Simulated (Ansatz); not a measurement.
Z-matrix (Å, degrees):
```
Si
F 1 1.584
I 1 2.411 2 108.6
Cl 1 2.028 2 108.1 3 120.4
H 1 1.470 2 108.7 3 -120.5
```

Total charge 0; spin multiplicity 1. I: def2 effective core potential.

Question: List the CAM-B3LYP/def2-TZVPP orbital energies in eV (Ansatz 0.2.0). (Estimate.)

Answer: Ansatz gave: Occupied: -2764.98, -1803.96, -674.18, -259.77, -198.81, -198.68, -198.68, -188.62, -148.25, -134.84, -134.63, -134.63, -103.62, -103.62, -103.54, -54.50, -54.42, -54.42, -54.23, -54.23, -35.37, -25.49, -21.84, -17.65, -15.21, -15.05, -14.79, -12.72, -12.09, -11.48, -10.73, -9.52, -9.46. Lowest empty: 0.22, 1.06, 1.54, 2.73, 3.92, 4.55, 4.77, 4.90.
